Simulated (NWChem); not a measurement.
System: AlH₃; SMILES [AlH3]

```xyz
4

Al     0.0000     0.0000     0.0000
H      1.1214     1.1214     0.0000
H      0.4105    -1.5319     0.0000
H     -1.5319     0.4105     0.0000
```
Atoms are numbered in this order, from 1.

Level: PBE0-D3(BJ)/def2-TZVP (NWChem); excitation at 532 nm, off resonance, unscaled harmonic frequencies. Coordinates come from a PBE0-D3(BJ)/def2-TZVP optimisation.

**Question.** Give the Raman lines with relative activities.

**Answer.** 
| wavenumber (cm⁻¹) | relative intensity |
|---|---|
| 789 | 5.2 |
| 1925 | 100 |
| 1934 | 28 |
